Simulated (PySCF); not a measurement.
PySCF input file for GeF2Cl2, SMILES [F][Ge]([F])([Cl])[Cl], PBE-D3(BJ)/def2-SVP. Geometry: PBE-D3(BJ)/def2-SVP.

```python
import numpy as np
from pyscf import gto, scf, dft, df
from pyscf.hessian import thermo

mol = gto.M(
    atom='''
    F     0.00000000   -1.38444098    1.29538442
    Ge    0.00000000   -0.00000000    0.25456911
    F     0.00000000    1.38444098    1.29538443
    Cl   -1.77293702    0.00000000   -0.92538621
    Cl    1.77293702    0.00000000   -0.92538621
    ''',
    basis='def2-SVP',
    charge=0,
    spin=0,
    max_memory=1600,
    verbose=3,
)
mf = dft.RKS(mol, xc='pbe').density_fit(auxbasis='def2-universal-jkfit')
mf.disp = 'd3bj'
mf.grids.level = 3
mf.conv_tol = 1e-11
mf.max_cycle = 100
mf.kernel()

# [left out here: the lines that compute and print the analytic Hessian (its translational invariance restored by hand, since the grid's response is missing), thermochemistry and intensities]
```

It prints:

```
converged SCF energy = -3195.66521346308

WARN: DFTD3 does not support analytical Hessian, using finite difference


WARN: Mole.unit (angstrom) is changed to Bohr

Mode                                 0                   1                   2
Irrep
Freq [cm^-1]                      129.3786            157.5166            186.2137
Reduced mass [au]                  32.6388             21.4502             30.6375
Force const [Dyne/A]                0.3219              0.3136              0.6259
Char temp [K]                     186.1469            226.6314            267.9201
Normal mode                   x     y     z       x     y     z       x     y     z
       0   F                -0.00  0.02  0.06    0.14  0.00  0.00   -0.00  0.01  0.10
       1  Ge                -0.00  0.00  0.04    0.00 -0.00  0.00    0.00 -0.07  0.00
       2   F                 0.00 -0.02  0.06   -0.14 -0.00  0.00    0.00  0.01 -0.10
       3  Cl                 0.07 -0.00 -0.07    0.00  0.06  0.00    0.00  0.07 -0.00
       4  Cl                -0.07 -0.00 -0.07    0.00 -0.06 -0.00   -0.00  0.07 -0.00
Mode                                 3                   4                   5
Irrep
Freq [cm^-1]                      226.5508            229.8187            414.0132
Reduced mass [au]                  24.4532             22.4891             36.6075
Force const [Dyne/A]                0.7395              0.6998              3.6970
Char temp [K]                     325.9562            330.6580            595.6728
Normal mode                   x     y     z       x     y     z       x     y     z
       0   F                 0.13 -0.00 -0.00   -0.00 -0.11 -0.09    0.00  0.04 -0.02
       1  Ge                -0.05 -0.00  0.00    0.00  0.00  0.05    0.00  0.00 -0.05
       2   F                 0.13  0.00 -0.00   -0.00  0.11 -0.09   -0.00 -0.04 -0.02
       3  Cl                -0.02  0.00 -0.05    0.04 -0.00  0.00    0.09 -0.00  0.06
       4  Cl                -0.02 -0.00  0.05   -0.04 -0.00  0.00   -0.09 -0.00  0.06
Mode                                 6                   7                   8
Irrep
Freq [cm^-1]                      468.3273            711.1011            738.7154
Reduced mass [au]                  45.4447             21.9816             23.3744
Force const [Dyne/A]                5.8726              6.5490              7.5153
Char temp [K]                     673.8187           1023.1162           1062.8470
Normal mode                   x     y     z       x     y     z       x     y     z
       0   F                -0.01 -0.00  0.00    0.00  0.12 -0.09   -0.00 -0.11  0.08
       1  Ge                 0.08  0.00  0.00    0.00 -0.00  0.05   -0.00  0.06  0.00
       2   F                -0.01  0.00  0.00    0.00 -0.12 -0.09    0.00 -0.11 -0.08
       3  Cl                -0.08 -0.00 -0.05   -0.01 -0.00 -0.00   -0.00 -0.00 -0.00
       4  Cl                -0.08  0.00  0.05    0.01 -0.00 -0.00    0.00 -0.00 -0.00
temperature 298.1500 [K]
pressure 101325.00 [Pa]
Rotational constants [GHz] 2.50207 1.70916 1.43567
Symmetry number 2
Zero-point energy (ZPE) 0.00743 [Eh]   19508.913 [J/mol]
                           tot       elec      trans        rot        vib
Entropy [J/mol/K]       344.200      0.000    173.616    112.855     57.730
Cv [J/mol/K]             81.838      0.000     12.472     12.472     56.894
Cp [J/mol/K]             90.152      0.000     20.786     12.472     56.894
Internal energy [J/mol]                      3718.434   3718.434  29169.637
Internal energy [Eh]   -3195.65127  -3195.66521
Enthalpy [J/mol]                             6197.391   3718.434  29169.637
Enthalpy [Eh]          -3195.65033
Gibbs free energy [J/mol]                  -45566.253 -29929.191  11957.557
Gibbs free energy [Eh] -3195.68941
mode   freq/cm-1   IR/(km/mol)
   1      129.38         0.562
   2      157.52         0.000
   3      186.21         9.993
   4      226.55        30.524
   5      229.82        18.717
   6      414.01        17.717
   7      468.33        99.893
   8      711.10        67.418
   9      738.72        67.196
max |gradient| / (hartree/bohr): 0.00021453037651111425
APT charges: [-0.5665  1.9746 -0.5665 -0.4208 -0.4208]
```

The calculation finished and met its thresholds.

Cost: about 50 core-seconds (a rough figure).
